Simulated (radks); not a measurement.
Question: The strontium ion Sr12+ is in [Ar] 3d(3/2: 4, 5/2: 4). All-electron calculation, Dirac Kohn-Sham, PBE, spin-unpolarised, spherical densities, finite nucleus; Fermi nuclear charge, rms radius of each element as measured or else 0.836 A^(1/3) + 0.57 fm. Program: a radial shooting solver on a logarithmic mesh with Libxc functionals. Sub-shells are occupied by j as written (lower j first in brackets). One electron is removed from 3p3/2, 3d5/2, 3d3/2, 3p1/2 in turn, with full relaxation. Which removal costs least, and what does each cost?

Answer: 3d5/2 411.77 eV; 3d3/2 413.97 eV; 3p3/2 535.26 eV; 3p1/2 546.91 eV. The 3d5/2 electron leaves first.
